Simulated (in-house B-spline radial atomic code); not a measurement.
Results of a calculation; reference values are marked as such.
Weak and strong correlation along the adiabatic connection

Two-electron singlets in several external potentials (atomic units), by full CI in B-splines with partial waves to l = 8 (correlation energies up to 0.6 % small). The repulsion is scaled by λ at fixed density; W(λ) is the mean repulsion less the Hartree energy, W(0) = E_x, and the area under W from 0 to 1 is E_xc.

Relative drop (W(λ) − E_x)/E_x:

```
                           system  λ = 0.12  λ = 0.25  λ = 0.4  λ = 0.6  λ = 0.8   λ = 1
   ω²r²/2 − Z/r, ω = 0.498, Z = 3    0.0066    0.0135   0.0212   0.0310   0.0403  0.0492
  ω²r²/2 − Z/r, ω = 1.1, Z = -0.5    0.0169    0.0337   0.0514   0.0725   0.0912  0.1078
  ω²r²/2 − Z/r, ω = 0.0476, Z = 2    0.0110    0.0223   0.0345   0.0497   0.0637  0.0766
                ω²r²/2, ω = 0.228    0.0337    0.0645   0.0940   0.1257   0.1509  0.1714
 −Z/r, Z = 7.27, wall at 2.3 bohr    0.0026    0.0053   0.0085   0.0126   0.0166  0.0205
ω²r²/2 − Z/r, ω = 0.0396, Z = 0.3    0.0600    0.1068   0.1461   0.1837   0.2108  0.2314
   empty sphere, radius 3.71 bohr    0.0286    0.0556   0.0823   0.1119   0.1362  0.1564
```

Q: Order the systems by how far second-order (GL2) theory, half the initial slope (estimated from the first points of each curve), overshoots the correlation energy, least first.
A. ω²r²/2 − Z/r, ω = 1.1, Z = -0.5
B. empty sphere, radius 3.71 bohr
C. −Z/r, Z = 7.27, wall at 2.3 bohr
D. ω²r²/2 − Z/r, ω = 0.0476, Z = 2
E. ω²r²/2 − Z/r, ω = 0.0396, Z = 0.3
F. ω²r²/2 − Z/r, ω = 0.498, Z = 3
G. ω²r²/2, ω = 0.228

A: C (GL2/E_c = 1.04), F (GL2/E_c = 1.09), D (GL2/E_c = 1.15), A (GL2/E_c = 1.23), B (GL2/E_c = 1.40), G (GL2/E_c = 1.49), E (GL2/E_c = 1.95).

Q: What else changes along this order?

A: The ratio follows the bend of the curve. With it the leading natural occupation goes from 1.999 to 1.788 and −T_c/E_c from 0.97 to 0.53 between the first and the last.
